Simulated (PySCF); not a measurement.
## Radial density of Cr (chromium, neutral)

UHF, [Ar] 3d5 4s1, high-spin 7S determinant. Calculation: PySCF 2.14, in def2-SVP; the non-relativistic Hamiltonian (point nucleus).

| r (bohr) | 4πr²ρ (e/bohr) | 4πr²(ρα − ρβ) |
| --- | --- | --- |
| 0.00119 | 0.1526 | 0.0000 |
| 0.00200 | 0.4216 | 0.0001 |
| 0.00336 | 1.125 | 0.0003 |
| 0.00565 | 2.837 | 0.0008 |
| 0.00950 | 6.695 | 0.0019 |
| 0.0160 | 13.88 | 0.0037 |
| 0.0269 | 23.51 | 0.0054 |
| 0.0452 | 28.59 | 0.0043 |
| 0.0760 | 23.62 | 0.0010 |
| 0.128 | 23.93 | 0.0300 |
| 0.215 | 31.27 | 0.2553 |
| 0.362 | 16.21 | 1.1217 |
| 0.608 | 11.58 | 2.9505 |
| 1.02 | 11.24 | 3.3703 |
| 1.72 | 3.022 | 1.8267 |
| 2.90 | 0.6783 | 0.6552 |
| 4.87 | 0.1607 | 0.1607 |
| 8.19 | 0.009749 | 0.0097 |
| 13.8 | 1.840e-05 | 0.0000 |
